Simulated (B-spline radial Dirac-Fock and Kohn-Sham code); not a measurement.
Elastic and transport cross sections of chlorine for positrons

Model: relativistic (Dirac) partial waves in the static field of the Dirac-Fock atom, without polarisation or absorption potentials. Program: a radial atomic solver. Below a few hundred eV the neglected polarisation potential matters, most of all at small angles. σ_tr1 and σ_tr2 weight the cross section with 1 − P₁ and 1 − P₂ of cos θ; "backward" is the share scattered beyond 90°.

```tsv
energy (eV)	σ (a₀²)	σ_tr1 (a₀²)	σ_tr2 (a₀²)	σ/σ_tr1	backward (%)
160	10.2	2.10	3.83	4.87	5.1
306	7.99	1.13	2.21	7.08	3.0
449	6.74	0.751	1.51	8.97	2.2
647	5.62	0.500	1.03	11.2	1.6
668	?	?	?	?	?
732	5.27	0.434	0.898	12.1	1.5
2640	2.38	0.0891	0.196	26.7	0.56
4700	1.56	0.0396	0.0906	39.4	0.33
5710	1.35	0.0297	0.0687	45.4	0.27
8010	1.03	0.0177	0.0417	58.3	0.19
17600	0.536	0.00496	0.0121	108	0.088
21600	0.450	0.00352	0.00868	128	0.071
26400	0.380	0.00251	0.00624	151	0.057
35500	0.295	0.00151	0.00380	195	0.041
62100	0.185	0.000577	0.00148	322	0.022
115000	0.116	0.000201	0.000529	577	0.0099
```

Task: Fill in the row for 668 eV.

Result: σ = 5.53 a₀², σ_tr1 = 0.482 a₀², σ_tr2 = 0.993 a₀², σ/σ_tr1 = 11.5, backward 1.6 %. The ratio σ/σ_tr1 is roughly the number of elastic collisions that randomise the direction.

Values without a named source are computed, but for edge energies of neutral atoms, which are taken from tables.
